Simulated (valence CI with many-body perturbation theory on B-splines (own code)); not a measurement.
## Energy levels of Tb⁵²⁺

Calculated by configuration interaction combined with many-body perturbation theory (CI+MBPT): three valence electrons over a frozen Dirac-Fock core [Ne], radial functions for each j: 9 s, 9 p, 8 d, 6 f, 3 g, 1 h, with the one-electron correlation potential Σ1, the two-electron term Σ2, the three-electron term Σ3, Breit, model QED; selected CI, second order for the rest, scaled by the run's own slope (own B-spline code, finite nucleus).

The last digits are not significant, and no measured levels were compared; by estimate large intervals hold to a few tenths of a per cent, small ones and those within an open d or f shell to about a per cent.

Levels 1 to 36 of 36, with energies above the lowest level, (3s^2 3p1/2) J=1/2. "Leading %" is the weight of the configuration and term that name the level; weights of strongly mixed levels are sums over their largest components and can fall short. In the jj column 3d3/2^4 stands for four electrons in 3d with j = 3/2.

```
No.  Configuration  Term    J  E (eV)  Leading %   Second component      g              Leading jj
  1         3s2 3p   2P°  1/2    0.00         99                     0.652       3s^2 3p1/2 (99 %)
  2         3s 3p2    4P  1/2  135.98         57     29 % 3s 3p2 2S  2.172       3s 3p1/2^2 (98 %)
  3         3s2 3p   2P°  3/2  196.78         99                     1.324       3s^2 3p3/2 (99 %)
  4         3s 3p2    4P  3/2  308.19         90      7 % 3s 3p2 2D  1.644   3s 3p1/2 3p3/2 (99 %)
  5         3s 3p2    2D  5/2  323.15         58     40 % 3s 3p2 4P  1.349   3s 3p1/2 3p3/2 (97 %)
  6         3s 3p2    2D  3/2  342.00         55     27 % 3s 3p2 2P  0.958   3s 3p1/2 3p3/2 (83 %)
  7         3s 3p2    2P  1/2  350.53         70     27 % 3s 3p2 4P  1.235   3s 3p1/2 3p3/2 (97 %)
  8         3s2 3d    2D  3/2  394.20         83      9 % 3s 3p2 2D  0.829       3s^2 3d3/2 (83 %)
  9         3s2 3d    2D  5/2  431.58         94      5 % 3s 3p2 4P  1.210       3s^2 3d5/2 (94 %)
 10            3p3   2P°  3/2  477.19         34       22 % 3p3 2D°  1.182    3p1/2^2 3p3/2 (72 %)
 11       3s 3p 3d   4F°  3/2  490.89         70  13 % 3s 3p 3d 2D°  0.601   3s 3p1/2 3d3/2 (83 %)
 12       3s 3p 3d   4F°  5/2  501.83         47  26 % 3s 3p 3d 2F°  1.033   3s 3p1/2 3d3/2 (96 %)
 13         3s 3p2    4P  5/2  517.19         55     42 % 3s 3p2 2D  1.411       3s 3p3/2^2 (96 %)
 14       3s 3p 3d   4D°  1/2  523.97         61  32 % 3s 3p 3d 2P°  0.382   3s 3p1/2 3d3/2 (98 %)
 15       3s 3p 3d   4D°  3/2  527.82         38  22 % 3s 3p 3d 4P°  1.302   3s 3p1/2 3d3/2 (84 %)
 16       3s 3p 3d   4P°  5/2  547.30         38  30 % 3s 3p 3d 4D°  1.351   3s 3p1/2 3d5/2 (99 %)
 17         3s 3p2    2S  1/2  547.70         69     16 % 3s 3p2 4P  1.897       3s 3p3/2^2 (98 %)
 18         3s 3p2    2P  3/2  553.50         63     29 % 3s 3p2 2D  1.196       3s 3p3/2^2 (98 %)
 19       3s 3p 3d   4F°  7/2  557.90         47  29 % 3s 3p 3d 2F°  1.245   3s 3p1/2 3d5/2 (97 %)
 20       3s 3p 3d   2F°  5/2  567.18         51  19 % 3s 3p 3d 2D°  1.044   3s 3p1/2 3d5/2 (96 %)
 21       3s 3p 3d   2D°  3/2  571.80         38  33 % 3s 3p 3d 2P°  1.119   3s 3p1/2 3d5/2 (82 %)
 22         3p2 3d    2D  3/2  656.56         39     36 % 3p2 3d 4F  0.769    3p1/2^2 3d3/2 (99 %)
 23            3p3   2D°  5/2  668.90         72  11 % 3s 3p 3d 2D°  1.158    3p1/2 3p3/2^2 (72 %)
 24            3p3   4S°  3/2  672.83         46       44 % 3p3 2D°  1.397    3p1/2 3p3/2^2 (91 %)
 25            3p3   2P°  1/2  685.97         83  14 % 3s 3p 3d 2P°  0.685    3p1/2 3p3/2^2 (83 %)
 26       3s 3p 3d   4D°  3/2  699.75         42  37 % 3s 3p 3d 4P°  1.310   3s 3p3/2 3d3/2 (98 %)
 27       3s 3p 3d   4P°  1/2  701.06         84  14 % 3s 3p 3d 4D°  2.245   3s 3p3/2 3d3/2 (97 %)
 28       3s 3p 3d   4D°  5/2  701.68         46  20 % 3s 3p 3d 4F°  1.246   3s 3p3/2 3d3/2 (82 %)
 29       3s 3p 3d   4F°  7/2  704.92         41  30 % 3s 3p 3d 4D°  1.257   3s 3p3/2 3d3/2 (88 %)
 30         3p2 3d    2D  5/2  712.60         30     22 % 3p2 3d 4D  1.194    3p1/2^2 3d5/2 (97 %)
 31       3s 3p 3d   2D°  3/2  726.85         63  23 % 3s 3p 3d 4P°  0.988   3s 3p3/2 3d3/2 (78 %)
 32       3s 3p 3d   4F°  9/2  727.11        100                     1.324  3s 3p3/2 3d5/2 (100 %)
 33       3s 3p 3d   2F°  5/2  740.70         67   8 % 3s 3p 3d 2D°  0.971   3s 3p3/2 3d3/2 (89 %)
 34       3s 3p 3d   2P°  1/2  744.50         68  20 % 3s 3p 3d 4D°  0.608   3s 3p3/2 3d3/2 (85 %)
 35       3s 3p 3d   2D°  5/2  747.14         49  34 % 3s 3p 3d 4P°  1.317   3s 3p3/2 3d5/2 (92 %)
 36       3s 3p 3d   2F°  7/2  755.84         69  27 % 3s 3p 3d 4D°  1.214   3s 3p3/2 3d5/2 (89 %)
```

The ionisation energy to 3s2 1S_0 of the next ion comes out as 4878.8 eV (NIST: 4877 ± 4 eV (theoretical)). All 36 levels together are meant to be complete up to 755.92 eV.
